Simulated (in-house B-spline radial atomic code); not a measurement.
**Two electrons outside the [He] 2s2 core: V¹⁷⁺**

Computed with an all-electron radial atomic-structure program (B-spline basis): configuration interaction (CI) of the two valence electrons in the field of the frozen Dirac-Fock core, alone and with many-body perturbation theory for the core (screened one- and two-electron correlation potentials), Breit and QED terms; no-pair Dirac Hamiltonian, finite nucleus. Labels give the configuration (outer n counted up each series) and the leading LS term, or the jj pair where no LS term holds 70 %.

The outer s² shell of this core is soft: its mixing with p² is only treated to second order, so levels can be several per cent off.

Excitation energies (cm⁻¹):

```tsv
level	purity of the LS term	CI alone	CI + MBPT + Breit + QED
2p2 3P0	0.947	0	0
2p2 3P1	1.0	38007	37234
2p2 3P2	0.866	?	?
2p2 1D2	0.865	?	?
```

(1) Where does 2p2 1D2 lie?

(2) Where does 2p2 3P2 lie?

(3) What is the first ionisation energy?

Answers

(1) 164394 cm⁻¹ in CI alone and 160324 cm⁻¹ with all corrections.

(2) 70836 cm⁻¹ in CI alone and 67620 cm⁻¹ with all corrections.

(3) 1260.9 eV to the 2p1/2 state of the next ion (1259.6 eV from CI alone). NIST lists 1258.9 ± 0.6 eV (semi-empirical).
